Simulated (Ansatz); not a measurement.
H₇N₂OSi₂, SMILES `N[SiH]O[SiH2]N` radical, relaxed with UKS PBE0-D4/def2-TZVP in Ansatz from a GFN2-xTB geometry. The force threshold is 0.005 eV/Å; the program also tests the step.

The species carries charge 0 and has multiplicity 2.

Start:

```xyz
12

N    -0.899   -1.279   -1.371
Si    0.536   -0.447   -1.843
O     0.970    0.526   -0.607
Si    0.488    1.174    0.791
N    -0.081   -0.125    1.784
H    -1.184   -2.142   -1.801
H    -1.161   -1.243   -0.397
H     0.239    0.448   -2.960
H    -0.675    2.037    0.610
H     1.690    1.877    1.239
H     0.511   -0.939    1.859
H    -0.435    0.113    2.696
```

```csv
step,energy (eV),largest force (eV/Å),largest move (Å)
1,-20889.5671,0.667,0.000
2,-20889.6467,0.300,0.090
3,-20889.6680,0.430,0.119
4,-20889.6857,0.490,0.200
5,-20889.6930,0.444,0.142
6,-20889.7169,0.193,0.059
7,-20889.7212,0.249,0.139
8,-20889.7233,0.208,0.093
9 (rejected),-20889.7205,0.211,0.106
10,-20889.7259,0.066,0.052
11,-20889.7262,0.031,0.011
12,-20889.7264,0.020,0.011
13,-20889.7265,0.015,0.012
14,-20889.7266,0.016,0.029
15,-20889.7266,0.006,0.002
16,-20889.7266,0.004,0.002
17,-20889.7266,0.006,0.006
18,-20889.7266,0.006,0.006
19,-20889.7266,0.004,0.004
```

End:

```xyz
12

N    -0.912   -1.209   -1.251
Si    0.516   -0.435   -1.828
O     0.946    0.713   -0.734
Si    0.542    1.170    0.785
N     0.056   -0.164    1.753
H    -1.422   -1.826   -1.866
H    -0.900   -1.555   -0.302
H     0.161    0.218   -3.130
H    -0.613    2.101    0.745
H     1.753    1.824    1.336
H     0.722   -0.687    2.298
H    -0.849   -0.150    2.194
```

Hardware: 2 threads of an AMD EPYC 7R13 on a shared host and a share of an NVIDIA H100 80 GB. Wall time 44 s, peak host memory 0.93 GiB.
